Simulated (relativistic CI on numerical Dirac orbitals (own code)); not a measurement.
## Ni²⁺: resonant inelastic scattering at the L2,3 edge

Computed with this model: Dirac-Coulomb-Breit CI, separate exchange-only KLI orbitals for each configuration, a model potential for QED, valence Slater integrals scaled by 0.7, Kramers-Heisenberg scattering through one core-hole configuration in a parametric crystal field; configurations [Ar] 3d8 → [He] 2s2 2p5 3s2 3p6 3d9; 10 K; core-hole width 0.24 eV; summed over polarisations. Incident energies are the highest absorption maxima for each field (at most a few, so the weaker spin-orbit partner edge can be absent), on the computed scale of the free ion. Intensities are in per cent of the strongest line above 0.02 eV; levels within 1 cm⁻¹ are merged; final levels count from the ground level, the first row holds all elastic scattering, lines under 0.4 are left out and each table stops after 24 rows. The scale of the Slater integrals is a model choice and moves the terms in proportion.

Field parameters in Wybourne normalisation: Oh B⁴₀ = 21Dq, B⁴₄ = √(5/14) B⁴₀. The field is a parameter set, without covalency.

S is read from ⟨S²⟩ = S(S + 1).

Oh, 10Dq = 20400 cm⁻¹:

| Final level (eV) | Degeneracy | Irrep | S | 855.8 eV | 873.1 eV | 874.1 eV |
| --- | --- | --- | --- | --- | --- | --- |
| 0.000 | 3 | T2 | 1.00 | 206.1 | 26.1 | 29.6 |
| 1.712 | 2 | E | 0.03 | 12.7 | 5.0 | 23.9 |
| 2.511 | 3 | T1 | 1.00 | 78.6 | 6.8 | 18.4 |
| 2.514 | 2 | E | 0.99 | 29.5 | 2.9 | 9.0 |
| 2.553 | 3 | T2 | 1.00 | 100.0 | 32.2 | 14.2 |
| 2.575 | 1 | A2 | 1.00 | 18.7 | 2.6 | 0.1 |
| 3.074 | 1 | A1 | 0.07 | 0.4 | 0.4 | 21.2 |
| 3.628 | 3 | T1 | 1.00 | 8.1 | 22.7 | 0.4 |
| 3.628 | 1 | A1 | 0.97 | 4.2 | 0.3 | 20.4 |
| 3.655 | 3 | T2 | 1.00 | 41.7 | 12.0 | 0.1 |
| 3.663 | 2 | E | 1.00 | 37.3 | 4.9 | 7.8 |
| 4.224 | 3 | T2 | 0.02 | 9.6 | 7.3 | 9.2 |
| 4.739 | 3 | T1 | 0.01 | 1.0 | 2.9 | 41.8 |
| 5.664 | 1 | A1 | 1.00 | 0.0 | 0.0 | 1.2 |
| 5.675 | 3 | T1 | 1.00 | 3.8 | 3.8 | 0.2 |
| 5.681 | 2 | E | 1.00 | 6.4 | 0.1 | 2.1 |
| 5.686 | 3 | T2 | 0.99 | 7.5 | 1.4 | 0.1 |
| 6.962 | 2 | E | 0.00 | 1.7 | 0.0 | 0.8 |
| 6.990 | 3 | T2 | 0.00 | 0.7 | 0.4 | 1.1 |

Oh, 10Dq = 25750 cm⁻¹:

| Final level (eV) | Degeneracy | Irrep | S | 856.2 eV | 873.5 eV | 874.5 eV |
| --- | --- | --- | --- | --- | --- | --- |
| 0.000 | 3 | T2 | 1.00 | 224.4 | 29.0 | 32.4 |
| 1.723 | 2 | E | 0.01 | 15.6 | 5.1 | 28.0 |
| 3.154 | 1 | A1 | 0.02 | 0.2 | 0.5 | 27.4 |
| 3.174 | 3 | T1 | 1.00 | 90.3 | 8.0 | 19.2 |
| 3.174 | 2 | E | 1.00 | 39.5 | 2.3 | 8.6 |
| 3.215 | 3 | T2 | 1.00 | 100.0 | 34.7 | 15.5 |
| 3.238 | 1 | A2 | 1.00 | 23.9 | 2.5 | 0.1 |
| 4.365 | 1 | A1 | 0.99 | 5.4 | 0.3 | 18.7 |
| 4.366 | 3 | T1 | 1.00 | 11.6 | 28.0 | 0.6 |
| 4.374 | 3 | T2 | 1.00 | 56.0 | 13.3 | 0.2 |
| 4.381 | 2 | E | 1.00 | 39.1 | 4.1 | 8.9 |
| 4.900 | 3 | T2 | 0.01 | 12.6 | 6.9 | 10.4 |
| 5.401 | 3 | T1 | 0.01 | 1.5 | 2.9 | 43.7 |
| 6.905 | 1 | A1 | 1.00 | 0.0 | 0.0 | 0.7 |
| 6.923 | 3 | T1 | 1.00 | 3.4 | 2.7 | 0.1 |
| 6.947 | 2 | E | 1.00 | 4.0 | 0.1 | 1.4 |
| 6.950 | 3 | T2 | 1.00 | 5.5 | 0.8 | 0.1 |

For the first field the strongest loss at the lowest incident energy is the level at 2.55 eV (S = 1.00, against 1.00 in the thermal ground state). Levels of other spin, the first over 8 % at 1.71 eV, appear because spin-orbit coupling of the core hole, and in heavier ions of the valence shell too, mixes spins.
